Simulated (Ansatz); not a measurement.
Geometry optimisation, Ansatz, RKS BLYP/def2-SVP.

Input:

```yaml
crystal:
  periodic: [false, false, false]
  atoms:
    - { symbol: C, position_ang: [-0.82796, 1.01193, -1.24084] }
    - { symbol: C, position_ang: [-0.24, 0.30417, -0.3905] }
    - { symbol: Sn, position_ang: [0.76599, -0.92277, 1.10972] }
    - { symbol: H, position_ang: [-1.62934, 0.67615, -1.89926] }
    - { symbol: H, position_ang: [-0.62206, 2.06252, -1.44598] }
    - { symbol: H, position_ang: [1.05705, 0.29599, 2.18898] }
    - { symbol: H, position_ang: [2.01928, -1.52722, 0.22661] }
    - { symbol: H, position_ang: [-0.52296, -1.90077, 1.45126] }
total_charge: 1
basis:
  gaussian: { orbitals: def2-SVP }
hamiltonian:
  xc: blyp
relax:
  f_tol: 0.02
  max_steps: 50
```

Command:

```bash
$ ansatz run input.yaml --threads 1 --pin off --max-ram 2048MiB --backend cpu --events-out ev --progress --plain --runs-dir out
```

**Question.** Where does it end, and by what steps?

**Answer.** The forces met the threshold. Limits of this set-up: the dipole of an ion depends on the origin. After 8 steps the energy has fallen by 0.210 eV; H7 moved furthest, 0.10 Å.

```json
{"step": "0", "energy less start (eV)": "0.0000", "largest force component (eV/Å)": "1.338", "accepted": "yes"}
{"step": "1", "energy less start (eV)": "-0.1809", "largest force component (eV/Å)": "0.390", "accepted": "yes"}
{"step": "2", "energy less start (eV)": "-0.1940", "largest force component (eV/Å)": "0.476", "accepted": "yes"}
{"step": "3", "energy less start (eV)": "-0.1937", "largest force component (eV/Å)": "0.510", "accepted": "no"}
{"step": "4", "energy less start (eV)": "-0.2064", "largest force component (eV/Å)": "0.171", "accepted": "yes"}
{"step": "5", "energy less start (eV)": "-0.2104", "largest force component (eV/Å)": "0.022", "accepted": "yes"}
{"step": "6", "energy less start (eV)": "-0.2104", "largest force component (eV/Å)": "0.020", "accepted": "no"}
{"step": "7", "energy less start (eV)": "-0.2105", "largest force component (eV/Å)": "0.021", "accepted": "yes"}
{"step": "8", "energy less start (eV)": "-0.2105", "largest force component (eV/Å)": "0.016", "accepted": "yes"}
```

```xyz
8
Properties=species:S:1:pos:R:3
C -0.871 1.062 -1.302
C -0.260 0.334 -0.433
Sn 0.781 -0.936 1.121
H -1.688 0.652 -1.940
H -0.610 2.135 -1.455
H 1.094 0.308 2.265
H 2.097 -1.590 0.247
H -0.543 -1.965 1.498
```

Whether the end is a true minimum wasn't checked by a vibrational analysis.

Run time: 14 s on 1 thread of Intel(R) Xeon(R) Platinum 8488C (Sapphire Rapids), with other jobs on the host, peak memory 0.16 GiB.
